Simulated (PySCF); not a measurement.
A PySCF script (with the pyscf-properties extension) for the NMR shieldings of SMILES CO[Si@@H](F)[C@@H]1C[C@@H]1CC=O, C6H11FO2Si, on a GFN2-xTB geometry:

```python
import basis_set_exchange as bse
import numpy as np
from pyscf import gto, dft
from pyscf.prop import nmr

atoms = """
C     3.675827    0.469189   -0.203067
O     2.468328    0.057763    0.374837
Si    0.956533    0.473437    0.004927
F     0.693151    0.081296   -1.552865
C    -0.076208   -0.618033    1.117380
C    -0.690086   -1.901799    0.616154
C    -1.566060   -0.737879    0.940682
C    -2.281508   -0.002898   -0.166164
C    -2.521266    1.443229    0.149499
O    -2.096520    2.034197    1.101383
H     3.949643    1.460089    0.164929
H     4.444269   -0.248850    0.083375
H     3.598392    0.504604   -1.290643
H     0.683864    1.900413    0.002772
H     0.253489   -0.640686    2.148283
H    -0.555368   -2.152014   -0.425353
H    -0.693552   -2.759845    1.271739
H    -2.149767   -0.792903    1.852461
H    -3.248178   -0.470575   -0.379206
H    -1.702400   -0.038375   -1.091571
H    -3.151505    1.956585   -0.606011
"""
names = dict.fromkeys(["C", "O", "Si", "F", "H"], "pcSseg-1")
basis = {el: gto.basis.parse(bse.get_basis(n, elements=[el], fmt="nwchem")) for el, n in names.items()}
mol = gto.M(atom=atoms, basis=basis, charge=0, verbose=0)
mf = dft.RKS(mol, xc="PBE0")
mf.grids.level = 2
mf.grids.alignment = dft.numint.BLKSIZE   # the property module wants whole blocks of grid points
mf.conv_tol = 1e-9
mf.kernel()

calc = nmr.RKS(mf)   # GIAO
C = mf.mo_coeff
Co = C[:, mf.mo_occ > 0]
resp = mf.gen_response(singlet=True, hermi=2)
def vind(x):   # induced exchange potential for any number of trial vectors
    d = np.einsum("pi,xij,qj->xpq", C, 2 * x.reshape(-1, C.shape[1], Co.shape[1]), Co, optimize=True)
    return np.einsum("xpq,pi,qj->xij", resp(d - d.transpose(0, 2, 1)), C, Co, optimize=True).ravel()
mo1, _ = nmr.rhf.solve_mo1(calc, with_cphf=vind)
sigma = calc.kernel(mo1)
for i, s in enumerate(sigma):   # ppm
    print("%2d %-2s %9.2f" % (i, mol.atom_pure_symbol(i), np.trace(s) / 3))
```

Question: What are the results?

Answer: 
```
 0 C     134.33
 1 O     298.58
 2 Si    363.06
 3 F     332.12
 4 C     180.67
 5 C     178.80
 6 C     176.74
 7 C     134.48
 8 C     -20.99
 9 O    -364.17
10 H      27.80
11 H      27.69
12 H      27.71
13 H      27.02
14 H      31.61
15 H      31.42
16 H      30.93
17 H      30.75
18 H      28.68
19 H      29.79
20 H      21.58
```

These numbers come from an equivalent density-fitted implementation of the same equations, which agrees with the script to about 0.01 ppm for H and up to a few tenths of a ppm for heavy atoms, so last digits may differ.

Question: Turn these shieldings into chemical shifts. δ = σ(ref) − σ, references computed at the same level: ¹³C (σ = 186.93 ppm) and ²⁹Si (σ = 349.16 ppm) and ¹H (σ = 31.72 ppm) vs TMS; ¹⁷O (σ = 336.08 ppm) against H2O; CFCl3 for ¹⁹F (σ = 170.95 ppm).

Answer: Averaging equivalent atoms: C 8: 207.9; C 0: 52.6; C 7: 52.4; C 6: 10.2; C 5: 8.1; C 4: 6.3; O 9: 700.2; O 1: 37.5; Si 2: -13.9; F 3: -161.2; H 20: 10.14; H 13: 4.70; H 10/11/12: 3.98; H 18: 3.04; H 19: 1.93; H 17: 0.97; H 16: 0.79; H 15: 0.29; H 14: 0.11 ppm. Unscaled 19F shifts against computed CFCl3 carry errors that often reach 10 to 50 ppm. Unscaled 17O shifts of doubly bonded oxygen tend to come out too high, by tens of ppm or more. Experimental scales use liquid or dissolved standards, which lie at an offset from isolated H2O (liquid H2O: subtract about 36 ppm).

Size and cost of the density-fitted run: 232 basis functions, 120 s wall time on 1 thread of an Arm Neoverse N1, shared host; peak memory 1.1 GiB.
